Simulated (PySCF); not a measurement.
# Continuum solvent and chemical shifts

Atoms are numbered as in `[F:1][c:2]1[cH:3][cH:4][cH:5][c:6]2[cH:7][cH:8][cH:9][cH:10][c:11]12`. Each H is labelled by its parent atom.

GIAO PBE0/pcSseg-1 in PySCF 2.14 on one PBE0-D3(BJ)/def2-SVP conformer, non-relativistic, equivalent nuclei averaged. Solvents enter as an IEF-PCM continuum (benzene with ε = 2.3, chloroform with ε = 4.7) around the gas-phase geometry. Shifts are referred to CFCl3, TMS computed in the same medium.

In benzene, δ in ppm: F1 -123.8, C2 166.5, C6 138.5, C7 133.8, C8 133.4, C4 132.2, C9 132.0, C5 129.2, C11 127.2, C10 127.1, C3 115.0, H(C10) 8.42, H(C7) 8.09, H(C5) 7.86. Dipole moment 1.52 D.

(1) How does each δ change in the more polar medium?

(2) Which nuclei move most (in ppm), and what does the model miss?

Results:

(1) 
| atoms | environment | Δδ, chloroform |
| --- | --- | --- |
| F1 | aryl fluorine | -0.5 |
| C2 | aromatic carbon bearing fluorine | +0.1 |
| C6 | ring-fusion aromatic carbon | +0.2 |
| C7 | aromatic CH | +0.5 |
| C8 | aromatic CH | +0.6 |
| C4 | aromatic CH | +0.6 |
| C9 | aromatic CH | +0.6 |
| C5 | aromatic CH | +0.6 |
| C11 | ring-fusion aromatic carbon | +0.1 |
| C10 | aromatic CH | +0.1 |
| C3 | aromatic CH | +0.5 |
| H(C10) | hydrogen on an aromatic CH | +0.03 |
| H(C7) | hydrogen on an aromatic CH | +0.09 |
| H(C5) | hydrogen on an aromatic CH | +0.09 |

Changes are relative to benzene. The dipole moment becomes 1.65 D in chloroform.

(2) C7 (aromatic CH, +0.5 ppm) and C8 (aromatic CH, +0.6 ppm) and C4 (aromatic CH, +0.6 ppm) and C9 (aromatic CH, +0.6 ppm) and C5 (aromatic CH, +0.6 ppm) and C3 (aromatic CH, +0.5 ppm) in chloroform. A continuum only polarises the solute; specific hydrogen bonds, the anisotropy of aromatic solvents and changes of geometry or conformer are outside it.
